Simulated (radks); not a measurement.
The caesium ion Cs+, 54 electrons, occupied as [Kr] 4d9 5s2 5p6 6s1 (not the ground configuration).

All-electron calculation, scalar-relativistic Kohn-Sham, LDA (Slater exchange, Perdew-Wang correlation), spin-polarised, spherical densities, finite nucleus; open shells are filled with parallel spins first (spin-orbit coupling, left out, can overturn this in heavy ions); Fermi nuclear charge, rms radius 4.8041 fm. Program: a radial shooting solver on a logarithmic mesh with Libxc functionals.

Energy parts (eV):
total: -211636.72
kinetic: 222918.27
electron-nucleus: -511337.65
Hartree: 81816.32
exchange-correlation: -5033.66

Orbitals (lengths in bohr, moments of r in powers of bohr):
[
 {"orbital": "1s up", "occ.": "1", "eigenvalue (eV)": "-35779.61", "<r^2>": "0.0009266"},
 {"orbital": "1s down", "occ.": "1", "eigenvalue (eV)": "-35779.58", "<r^2>": "0.0009266"},
 {"orbital": "2s up", "occ.": "1", "eigenvalue (eV)": "-5632.387", "<r^2>": "0.01486"},
 {"orbital": "2s down", "occ.": "1", "eigenvalue (eV)": "-5631.982", "<r^2>": "0.01486"},
 {"orbital": "2p up", "occ.": "3", "eigenvalue (eV)": "-5057.796", "<r^2>": "0.01178"},
 {"orbital": "2p down", "occ.": "3", "eigenvalue (eV)": "-5057.468", "<r^2>": "0.01178"},
 {"orbital": "3s up", "occ.": "1", "eigenvalue (eV)": "-1187.134", "<r^2>": "0.1024"},
 {"orbital": "3s down", "occ.": "1", "eigenvalue (eV)": "-1186.856", "<r^2>": "0.1024"},
 {"orbital": "3p up", "occ.": "3", "eigenvalue (eV)": "-1002.193", "<r^2>": "0.1024"},
 {"orbital": "3p down", "occ.": "3", "eigenvalue (eV)": "-1001.897", "<r^2>": "0.1024"},
 {"orbital": "3d up", "occ.": "5", "eigenvalue (eV)": "-730.0408", "<r^2>": "0.08842"},
 {"orbital": "3d down", "occ.": "5", "eigenvalue (eV)": "-729.6583", "<r^2>": "0.08840"},
 {"orbital": "4s up", "occ.": "1", "eigenvalue (eV)": "-239.1897", "<r^2>": "0.5397"},
 {"orbital": "4s down", "occ.": "1", "eigenvalue (eV)": "-238.0734", "<r^2>": "0.5399"},
 {"orbital": "4p up", "occ.": "3", "eigenvalue (eV)": "-179.5817", "<r^2>": "0.6131"},
 {"orbital": "4p down", "occ.": "3", "eigenvalue (eV)": "-178.4789", "<r^2>": "0.6137"},
 {"orbital": "4d up", "occ.": "5", "eigenvalue (eV)": "-92.5272", "<r^2>": "0.7850"},
 {"orbital": "4d down", "occ.": "4", "eigenvalue (eV)": "-91.4819", "<r^2>": "0.7878"},
 {"orbital": "5s up", "occ.": "1", "eigenvalue (eV)": "-38.7805", "<r^2>": "3.109"},
 {"orbital": "5s down", "occ.": "1", "eigenvalue (eV)": "-38.4578", "<r^2>": "3.118"},
 {"orbital": "5p up", "occ.": "3", "eigenvalue (eV)": "-24.2414", "<r^2>": "4.284"},
 {"orbital": "5p down", "occ.": "3", "eigenvalue (eV)": "-23.9675", "<r^2>": "4.269"},
 {"orbital": "6s up", "occ.": "1", "eigenvalue (eV)": "-7.9832", "<r^2>": "20.62"},
 {"orbital": "6s down", "occ.": "0", "eigenvalue (eV)": "-7.3229", "<r^2>": "21.16"}
]

The highest occupied level is 6s up at -7.983 eV. The electron density at the nucleus is 3.053e+05 e/bohr^3 (large components only). The spin density at the nucleus is 16.40 e/bohr^3 (1s -0.09, 2s -0.85, 3s -0.19, 4s -0.05, 5s 1.03, 6s 16.56). Spin moment in Bohr magnetons: 2. Summed over all electrons, <r^2> = 66.15 bohr^2, which gives a Langevin (diamagnetic) susceptibility term of -52.4 x 10^-6 cm^3/mol.
